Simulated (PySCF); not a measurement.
F3Sb, SMILES [F][Sb]([F])[F] (connectivity only; charge and spin as stated), charge +1, multiplicity 2.

Geometry optimised at B3LYP-D3(BJ)/def2-SVP. The multiplicity is an assumed one; other spin states were not compared. The isomer is the one that the SMILES or the coordinates give; other isomers of the formula were not compared. The def2 effective core potentials stand for the cores of Sb; spin–orbit coupling is left out.

Computed with B3LYP-D3(BJ)/def2-SVP in PySCF.

Frequencies are harmonic and unscaled.

Modes within 1.5 cm⁻¹ of each other (mostly degenerate sets) share a row, with their intensities summed.

```
mode  ν (cm⁻¹)  IR (km/mol)  moving atoms (share of kinetic energy)
----  --------  -----------  --------------------------------------
1–2        154         20.5                          F 92 %, Sb 8 %
3          176         22.3                         F 75 %, Sb 25 %
4          635          5.3                                  F 93 %
5–6        654         39.4                         F 83 %, Sb 17 %
```
